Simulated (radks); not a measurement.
Neutral chlorine inside a hard spherical wall (all orbitals vanish at R), configuration held at [Ne] 3s2 3p5 and not refilled when levels cross. Calculated with a radial shooting solver on a logarithmic mesh with Libxc functionals: non-relativistic Kohn-Sham, PBE, spin-polarised, spherical densities, point nucleus; open shells are filled with parallel spins first. Eigenvalues in eV for spin up, with the zero of energy where the potential of the charges vanishes at infinity; a dash marks a level that is unbound or too diffuse for the functional's potential to be trusted. A positive occupied level is held by the wall or, in an anion where self-interaction has pushed it up, behind a barrier. The pressure on the wall is -dE/dV.

R (bohr)  E (hartree)  kinetic (hartree)    e(2s)    e(2p)    e(3s)   e(3p)  e(4s, empty)  e(4p, empty)  pressure (GPa)
free       -459.97063            459.408  -251.01  -191.63  -20.972  -9.011             -             -               0
20         -459.97063            459.408  -251.01  -191.63  -20.972  -9.011             -             -        < 0.0001
15         -459.97063            459.408  -251.01  -191.63  -20.972  -9.011             -             -        < 0.0001
8          -459.97039            459.411  -250.98  -191.61  -20.953  -8.992         0.828         3.091          0.0141
7          -459.96944            459.420  -250.92  -191.54  -20.901  -8.941         1.764         4.582          0.0904
5          -459.94128            459.615  -249.83  -190.44  -20.124  -8.129         7.865        12.913            4.49
4          -459.81466            460.313  -246.90  -187.48  -18.149  -5.927        18.571        25.721            39.2
3.5        -459.59651            461.353  -243.32  -183.86  -15.723  -3.141        30.170        38.662             128
2          -453.09995            482.331  -200.88  -140.38   25.180  42.276        185.94        194.63            8740
1.5        -437.95734            520.582  -155.36  -92.764   103.52  121.90        422.88        415.70           57800
